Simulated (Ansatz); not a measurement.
A structure relaxed at PBE0-D4/def2-TZVP, charge 0, multiplicity 1:

```xyz
11

B     1.320    0.785   -1.861
C     0.226    0.122   -1.007
C     0.277    0.179    0.335
Sn   -1.172   -0.698    1.644
H     1.297    0.748   -3.057
H     2.216    1.353   -1.305
H    -0.604   -0.404   -1.479
H     1.116    0.710    0.784
H    -1.243   -2.378    1.356
H    -0.730   -0.404    3.265
H    -2.702   -0.012    1.327
```

Give its formula and SMILES.

C2H7BSn, `B/C=[CH]/[SnH3]`.

Point group (tolerance 0.08 Å, 0.16 Å for H)?

Cs.

Summarise the bond lengths by kind.

1 × B–C 1.537 Å; 2 × B–H 1.197 to 1.198 Å; 1 × C–C 1.344 Å; 2 × C–H 1.090 to 1.091 Å; 1 × C–Sn 2.140 Å; 3 × H–Sn 1.706 Å.

Results of the Gaussian-basis code of Ansatz.
